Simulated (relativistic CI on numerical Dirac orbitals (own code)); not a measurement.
Te: from the plainest model towards the measured levels

Calculated with a relativistic CI code on KLI orbitals (one set per configuration, finite nucleus), adding one ingredient at a time: step 1, Dirac-Coulomb, each configuration alone; step 2, with Breit and QED terms; step 3, with configuration mixing; step 4, with scaled Slater integrals (0.85); step 5, with a P86 correlation estimate; step 6, tied to the ionisation limit. P86 is a density functional for the correlation energy, evaluated here for each configuration and added to its levels. Step 6 is semi-empirical: configurations made of the next ion and one excited electron move by -190 cm⁻¹, so that their limit matches the tabulated ionisation energy, and those with a non-penetrating f or g electron also take the P86 value of the least penetrating other one.

Configurations in the expansion (outside the closed core [Kr] 4d10): 5s²5p⁴, 5s²5p³6s, 5s²5p³6p, 5s²5p³5d, 5s5p⁵, 5s²5p³7s, 5s²5p³7p, 5s²5p³6d, 5s²5p³4f, 5s²5p³7d, 5s²5p³5f, 5s²5p³6f, 5s²5p³7f, 5p⁶, 5s²5p²5d², 5s²5p5d²6s, 5s²5p5d²6p, 5s²5p5d³, 5s²5p5d²7s, 5s²5p5d²7p.

Computed minus measured energy above the ground level, in cm⁻¹, for 9 of the 18 excited levels that pair in every step (one J of a term; a digit in brackets numbers repeated terms):

```
Configuration  Term  J  Measured  Step 1  Step 2  Step 3  Step 4  Step 5  Step 6
       5s²5p⁴    3P  0      4706     445     386    -206    -367    -351    -351
       5s²5p⁴    1D  2     10558    2152    2084    2089     885     883     883
       5s²5p⁴    1S  0     23198    4504    4405   -1356   -2754   -2701   -2700
     5s²5p³6s   5S°  2     44253   -6757   -6788   -6147   -4638     -16    -205
     5s²5p³6s   3S°  1     46653   -5506   -5533   -5171   -4223     416     226
     5s²5p³6p    5P  1     54160   -8202   -8242   -7783   -6318    -868   -1056
     5s²5p³6p    3P  1     55356   -7935   -7973   -7475   -6265    -819   -1008
     5s²5p³5d   5D°  3     55678   -7006   -7061   -6182   -4765     485     296
     5s²5p³5d   3D°  2     58592   -6507   -6550   -6670   -5527    -399    -588
```

Mean absolute errors in cm⁻¹, over all paired levels and for the configurations:

```csv
"Configuration, levels",Step 1,Step 2,Step 3,Step 4,Step 5,Step 6
"all, 18",6115,6141,5520,4492,675,696
"5s²5p⁴, 4",1779,1735,954,1020,1000,1001
"5s²5p³6s, 2",6132,6161,5659,4430,216,216
"5s²5p³6p, 6",8115,8158,7681,6335,885,1074
"5s²5p³5d, 6",7002,7056,6357,4985,400,274
```

Measured levels: NIST Handbook of Basic Atomic Spectroscopic Data (Sansonetti and Martin, J. Phys. Chem. Ref. Data 34, 1559 (2005)).

The mean absolute error is lowest at step 5 (675 cm⁻¹), and the largest single drop is from step 4 to 5 (4492 to 675). Terms of the ground configuration are off by 1779 at first, 954 with mixing and 1020 after scaling, which overcorrects here, since the mixing already narrows the term splittings. The Breit and QED terms change the top of the ground term (measured 4751) from 4765 to 4685. Mixing lowers the ground level by 1701; relative to it the configurations that move most are 5s²5p³5d by +699, 5s²5p³6s by +501, 5s²5p³6p by +477. The P86 estimate moves 5s²5p³6p by +5450, 5s²5p³5d by +5253, 5s²5p³6s by +4630, and takes the mean absolute error of the excited configurations from 5484 to 582. Step 6 takes that error from 582 to 609.
